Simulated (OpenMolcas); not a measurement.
**Au3+ in a point-charge field**

Au3+ among 6 point charges of -1 e arranged as an octahedron (Oh), 2.01 Å from the ion.

```json
{"Program": "OpenMolcas", "Method": "CASSCF", "Basis": "ANO-RCC-VDZP [7s6p4d2f]", "Scalar Hamiltonian": "DKH2, point nucleus", "Active space": "8 electrons in 5 orbitals (5d)", "State averaging": "2S+1 = 3 even, 10 roots; 2S+1 = 1 even, 15 roots", "Spin-orbit coupling": "RASSI with atomic mean-field integrals over the reference wave functions"}
```

The lowest spin-free states (labels of O, the rotations of Oh), above the lowest:

```csv
State,Degeneracy,E (cm-1),Free-ion L (%)
3A2,1,0.0,F (100)
3T2,3,4838,F (100)
3T1,3,8410,F (97)
1E,2,14304,D (82)
1T2,3,18374,D (92)
3T1,3,20000,P (97)
1A1,1,22045,G (98)
1T1,3,23521,G (100)
1E,2,26304,G (82)
1T2,3,26824,G (92)
1A1,1,53126,S (98)
```

The lowest levels with spin-orbit coupling:

| E (cm-1) | Degeneracy | Label | 2S+1 |
| --- | --- | --- | --- |
| 0.0 | 3 | T2 | 3 |
| 3295 | 2 | E | 3 |
| 4278 | 3 | T1 | 3 |
| 5758 | 1 | A1 | 3 |
| 10955 | 2 | E | 1 (51 %) |
| 12161 | 3 | T2 | 3 (66 %) |
| 15182 | 1 | A2 | 3 |
| 16838 | 3 | T1 | 3 |
| 17282 | 3 | T2 | 3 (84 %) |
| 23238 | 3 | T2 | 3 |
| 26638 | 1 | A1 | 3 (78 %) |
| 27017 | 2 | E | 3 |
| 30216 | 3 | T1 | 3 |
| 31347 | 2 | E | 1 (75 %) |
| 31410 | 1 | A1 | 1 (87 %) |
| 32373 | 3 | T1 | 1 |
| 34256 | 3 | T2 | 1 (88 %) |
| 38523 | 2 | E | 1 (67 %) |
| 39134 | 3 | T2 | 1 (59 %) |
| 66711 | 1 | A1 | 1 (85 %) |

Powder χT (cm3 K/mol): 2.49 at 2 K, 2.5 at 10 K, 2.52 at 50 K, 2.54 at 100 K, 2.59 at 200 K, 2.64 at 300 K. The effective moment at 300 K is 2.828 √(χT) = 4.60 μB.

The lowest level has 2S+1 = 3, for which the spin-only value is χT = S(S+1) / 2 = 1.000 cm3 K/mol (g = 2). The computed 2.644 at 300 K differs by +1.644, through orbital momentum, spin-orbit coupling and any other state in reach.

A least-squares ligand-field fit to the states below 45000 cm-1, each weighted by its degeneracy and with a free common offset, gives 10Dq = 4678 cm-1, B = 924 cm-1 and C = 3777 cm-1 (C/B = 4.09), with an rms deviation of 70 cm-1.

Spin-orbit coupling mixes the spin-free states strongly: the lowest level takes only 59 % from its leading state, 3A2. Without dynamic correlation the repulsion within the d shell is too large (B by tens of per cent), so at a given field states of lower spin stand too high. Real 4d8 and 5d8 ions are as a rule square planar and diamagnetic. This field is weak: 10Dq is about 4678 cm-1, while octahedral complexes of 5d ions of charge 3 and more, computed by the same method with explicit ligands, had a median near 35000 cm-1. Ground spin and moment need not be those of a real site. This is an electrostatic model: the charges have no orbitals. No measured value stands beside these numbers.
